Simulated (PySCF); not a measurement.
## Calculated data, CH₅Si

Calculation on a computer-drawn molecule: optimised geometry and harmonic frequencies of an isolated molecule of the commonest isotopes, restricted reference for singlets and unrestricted otherwise, frozen core in MP2. Program: PySCF 2.14.0.

```json
{"formula": "CH5Si", "start_structure": {"atoms_angstrom": [["C", -2.3848, -1.1302, 1.1943], ["Si", -2.0797, -2.9801, 0.5823], ["H", -2.0638, -0.4201, 0.4223], ["H", -1.863, -0.8705, 2.123], ["H", -3.4562, -0.9582, 1.3551], ["H", -2.356, -3.7102, 1.9125], ["H", -0.5419, -3.0088, 0.697]]}, "given": {"charge": -1, "multiplicity": 1, "method": "MP2", "basis": "aug-cc-pV(D+d)Z", "drawn_bonds_atom": [1, 1, 1, 1, 2, 2], "drawn_bonds_other_atom": [2, 3, 4, 5, 6, 7], "drawn_bonds_order": [1, 1, 1, 1, 1, 1]}, "results": {"optimised_atom_element": ["C", "Si", "H", "H", "H", "H", "H"], "optimised_atom_x [angstrom]": [-2.383, -2.085, -2.061, -1.856, -3.464, -2.348, -0.5478], "optimised_atom_y [angstrom]": [-1.134, -2.99, -0.416, -0.8716, -0.9585, -3.702, -3.006], "optimised_atom_z [angstrom]": [1.195, 0.5685, 0.4161, 2.132, 1.356, 1.913, 0.7062], "modes_frequency [cm^-1]": [196.5, 555.0, 575.6, 598.0, 854.8, 883.2, 951.7, 1202, 1442, 1448, 1927, 1939, 3005, 3092, 3098], "modes_reduced_mass [dalton]": [1.022, 1.024, 2.944, 1.225, 1.251, 1.224, 1.042, 1.216, 1.057, 1.055, 1.045, 1.034, 1.033, 1.102, 1.099], "rotational_constants [GHz]": [65.24, 10.68, 10.54], "total_energy [hartree]": -329.9590, "convergence_status_largest_gradient_component [hartree/bohr]": 1.844e-05}}
```
